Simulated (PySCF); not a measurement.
Compound: C₅H₁₄OSi.
SMILES with atom numbers: `[CH3:1][CH2:2][C:3]([CH3:4])([CH3:5])[O:6][SiH3:7]` (hydrogens: H8, H9, H10 on C1; H11, H12 on C2; H13, H14, H15 on C4; H16, H17, H18 on C5; H19, H20, H21 on Si7)

Structure used (GFN2-xTB), in Å, numbered top down from 1:
```xyz
21
C5H14OSi angstrom
C     -2.098    1.115    0.138
C     -1.459   -0.209    0.541
C     -0.022   -0.385    0.012
C      0.022   -0.329   -1.516
C      0.534   -1.729    0.495
O      0.740    0.664    0.556
Si     2.279    1.121    0.438
H     -1.434    1.937    0.393
H     -2.301    1.146   -0.929
H     -3.038    1.250    0.667
H     -1.414   -0.262    1.631
H     -2.069   -1.042    0.186
H      1.017   -0.591   -1.866
H     -0.697   -1.026   -1.940
H     -0.207    0.676   -1.859
H     -0.088   -2.546    0.139
H      0.559   -1.748    1.581
H      1.546   -1.866    0.123
H      3.213    0.103    0.935
H      2.671    1.437   -0.941
H      2.237    2.301    1.289
```

Theory: TDDFT PBE0/def2-SVPD, vertical, gas phase, core orbitals frozen in the response in PySCF.

Frontier orbitals with the atoms that hold most of them (Löwdin shares over 4%, at most four atoms; ? is withheld):

```json
{"orbital": "LUMO+2", "ε (eV)": "1.23", "atoms": "Si7 16%, C1 11%, H12 10%, C2 8%"}
{"orbital": "LUMO+1", "ε (eV)": "0.81", "atoms": "Si7 45%, H20 12%, H19 11%, H21 9%"}
{"orbital": "LUMO", "ε (eV)": "0.33", "atoms": "Si7 27%, H20 7%, H19 7%, C4 7%"}
{"orbital": "HOMO", "ε (eV)": "-7.95", "atoms": "?"}
{"orbital": "HOMO-1", "ε (eV)": "-8.22", "atoms": "?"}
{"orbital": "HOMO-2", "ε (eV)": "-9.36", "atoms": "C2 14%, Si7 13%, C1 10%, H21 10%"}
{"orbital": "HOMO-3", "ε (eV)": "-9.40", "atoms": "C1 14%, C2 13%, Si7 12%, C3 9%"}
```

Give the leading atoms of the HOMO.

O6 (bonded to C and Si) 42%; Si7 (bonded to O and 3 H) 12%; C3 (bonded to 3 C and O) 9%; C5 (bonded to C and 3 H) 9%. By element: oxygen 42%, carbon 18% or more, silicon 12%.

Which atoms hold the HOMO-1, and with what shares?

O6 (bonded to C and Si) 33%; C3 (bonded to 3 C and O) 13%; C2 (bonded to 2 C and 2 H) 12%; Si7 (bonded to O and 3 H) 10%. By element: oxygen 33%, carbon 25% or more, silicon 10%.

How does S1 compare with the orbital gap of 8.28 eV?

S1 is at 6.96 eV (f = 0.0024), 1.32 eV below the gap, made of HOMO→LUMO (92%). Without the coupling terms of the response equations the lowest excitation would equal the gap.

One configuration dominates each of S1, S2, S3 and S4. Which, and how do the shares of the two leading atoms of either orbital change from the occupied to the empty one?

- S1 (6.96 eV, f 0.0024), HOMO→LUMO (92%): O6 42% → at most 7%, Si7 12% → 27%, H20 at most 9% → 7%
- S2 (7.32 eV, f 0.022), HOMO-1→LUMO (94%): O6 33% → at most 7%, C3 13% → at most 7%, Si7 10% → 27%, H20 at most 10% → 7%
- S3 (7.66 eV, f 0.0045), HOMO→LUMO+1 (94%): O6 42% → at most 9%, Si7 12% → 45%, H20 at most 9% → 12%
- S4 (7.99 eV, f 0.0041), HOMO-1→LUMO+1 (91%): O6 33% → at most 9%, C3 13% → at most 9%, Si7 10% → 45%, H20 at most 10% → 12%

Hardware: Intel Xeon Platinum 8375C at 2.90 GHz, one thread (shared host). Cost: 68 s of wall time, 1.0 GiB resident at most.

One conformer stands for the species.

Without π bonds the low states may be Rydberg-like; a valence basis with one diffuse set may place them up to an eV too high.
